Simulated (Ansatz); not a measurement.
Reactions of `OC1=N[SiH2]C[SiH2]1`.

Isolated molecules relaxed with PBE0-D4/def2-TZVP in Ansatz; ΔE leaves out vibrations. CBS: MP2 limit from def2 TZ/QZ plus the TZ coupled-cluster correction, frozen cores. This one scheme is used for every species, atoms too. For atomizations the MP2-based limit and the directly extrapolated one differ by several kJ/mol either way, and by 10 to 25 for some Ge, Se and Sn compounds, so smaller differences from it don't rank the levels. DFT in def2-TZVPP. B3LYP here is the variant with VWN-RPA as its local correlation; programs differ in this. No spin–orbit coupling; open shells (•) take unrestricted orbitals. Spin–orbit coupling would lower the free atoms: a little for C, O, Si. One conformer a species, not always the lowest.

```json
{"reaction": "`OC1=N[SiH2]C[SiH2]1` → `[SiH3][SiH]1N=CCO1`", "CCSD/CBS(def2) (eV)": "0.21", "B3LYP-D4 (eV)": "0.23", "r2SCAN-D4 (eV)": "0.32", "CCSD(T)/CBS(def2) (eV)": "0.25"}
{"reaction": "`OC1=N[SiH2]C[SiH2]1` → `N[SiH]1C=C([SiH3])O1`", "CCSD/CBS(def2) (eV)": "0.10", "B3LYP-D4 (eV)": "0.20", "r2SCAN-D4 (eV)": "0.24", "CCSD(T)/CBS(def2) (eV)": "0.13"}
{"reaction": "`OC1=N[SiH2]C[SiH2]1` → `C[SiH]1N=C[SiH2]O1`", "CCSD/CBS(def2) (eV)": "-2.03", "B3LYP-D4 (eV)": "-1.89", "r2SCAN-D4 (eV)": "-1.82", "CCSD(T)/CBS(def2) (eV)": "-1.97"}
{"reaction": "`OC1=N[SiH2]C[SiH2]1` + H₂ → `C1=N[SiH2]C[SiH2]1` + H₂O", "CCSD/CBS(def2) (eV)": "-0.17", "B3LYP-D4 (eV)": "0.00", "r2SCAN-D4 (eV)": "0.10", "CCSD(T)/CBS(def2) (eV)": "-0.12"}
{"reaction": "`OC1=N[SiH2]C[SiH2]1` → 2 C• + 7 H• + N• + O• + 2 Si•", "CCSD/CBS(def2) (eV)": "49.98", "B3LYP-D4 (eV)": "50.88", "r2SCAN-D4 (eV)": "50.99", "CCSD(T)/CBS(def2) (eV)": "50.87"}
```

Largest T1 diagnostic: 0.014, for `OC1=N[SiH2]C[SiH2]1`.
